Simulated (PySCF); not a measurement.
## Si2PH5O5

Si2PH5O5 is a molecule drawn as a unit of a network glass or zeolite (built as: Si P Si, H ends, O bridges), neutral, singlet. The structure, one conformer, was relaxed in the gas phase by PBE0-D3(BJ)/def2-SVP. No frequency run checks that it is a minimum.

SMILES: O=P1(O)O[SiH2]O[SiH2]O1

Coordinates in Å:
```
O1      1.187   -0.816   -1.937
P2     -0.129   -0.597   -1.327
O3     -1.373   -1.045   -2.212
O4     -0.470    0.935   -0.937
Si5     0.305    1.802    0.289
O6      0.628    0.685    1.476
Si7     0.397   -0.960    1.532
O8     -0.380   -1.348    0.085
H9     -2.223   -0.907   -1.776
H10    -0.666    2.814    0.767
H11     1.566    2.399   -0.207
H12    -0.535   -1.324    2.624
H13     1.701   -1.654    1.632
```

Shieldings: GIAO PBE0/pcSseg-1. Shifts are against computed references at the same level: H TMS (σ 31.27 ppm), Si TMS (σ 352.0 ppm). Core levels by delta-SCF with SCAN, pcX-2 on the ionised atom and pcseg-1 elsewhere, spin-free X2C (2p3/2 is the spin-free 2p value less a third of a first-order spin-orbit splitting); from the vacuum level, for chosen atoms.

Problem. Give the NMR and core-level values of the distinct atoms.

Solution. 
| atoms | bonded to | σ (ppm) | δ (ppm) | core level (eV) |
| --- | --- | --- | --- | --- |
| O1 | 1 P | 171.7 | - | 1s 537.16 |
| P2 | 4 O | 336.2 | - | 2p3/2 140.38 |
| O3 | 1 P + 1 H | 222.5 | - | - |
| O4 O8 | 1 P + 1 Si | 186.9 | - | 1s 539.03 |
| Si5 Si7 | 2 O + 2 H | 375.7 | -23.7 | 2p3/2 108.84 |
| O6 | 2 Si | 259.4 | - | 1s 538.69 |
| H9 | 1 O | 27.90 | 3.37 | - |
| H10 H12 | 1 Si | 26.20 | 5.06 | - |
| H11 H13 | 1 Si | 25.95 | 5.32 | - |

Values are those of this one static structure; atoms that internal rotation interchanges would show their mean in an NMR spectrum.

Problem. Which of O1, O6, O8 holds its core electrons tightest, and by how much against the loosest?

Solution. O8 (bonded to 1 P + 1 Si), by 1.87 eV over O1 (bonded to 1 P).

Problem. By CAM-B3LYP/def2-SVPD (TDDFT singlets, Tamm-Dancoff triplets, ionisation by delta-SCF), where does absorption start, and what does vertical ionisation take?

Solution. The lowest singlet lies at 7.65 eV (f 0.007), the strongest of the first 6 at 8.23 eV (f 0.034), the lowest triplet at 7.24 eV; vertical ionisation takes 11.05 eV.

The 3 runs behind this took 6.9 min in all, one thread each of Arm Neoverse V2 on a shared host, launched as `OMP_NUM_THREADS=1 python cluster_run.py task.json out`.
